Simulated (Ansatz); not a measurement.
Consider the formal exchange of groups at a B–C bond: `CBC[SiH2]C` + `C=C[SiH3]` → `C=C([SiH3])BC` + `C[SiH2]C`.

Gas-phase electronic energies from Ansatz, PBE0-D4/def2-TZVP geometries. CCSD(T)/CBS is the MP2 limit (def2-TZVPP, def2-QZVPP) plus CCSD(T) − MP2 in def2-TZVPP, frozen cores. Functionals use def2-TZVPP. B3LYP here is the variant with VWN-RPA as its local correlation; programs differ in this. One conformer a species, not always the lowest.

| level | ΔE (kcal/mol) | difference from CCSD(T)/CBS |
| --- | --- | --- |
| r2SCAN-D4 | -0.7 | 0.2 |
| PBE0-D4 | -0.9 | 0.0 |
| ωB97M-V | -0.8 | 0.1 |
| PBE | -0.6 | 0.3 |
| PBE0 | -0.7 | 0.2 |
| B3LYP | -1.0 | -0.1 |
| SCS-MP2/def2-TZVPP | -1.3 | -0.4 |
| MP2/def2-QZVPP | -1.3 | -0.4 |
| MP2/CBS(def2) | -1.2 | -0.3 |
| CCSD/CBS(def2) | -0.7 | 0.2 |
| CCSD(T)/CBS | -0.9 | 0 |

Largest T1 diagnostic among the species: 0.011.
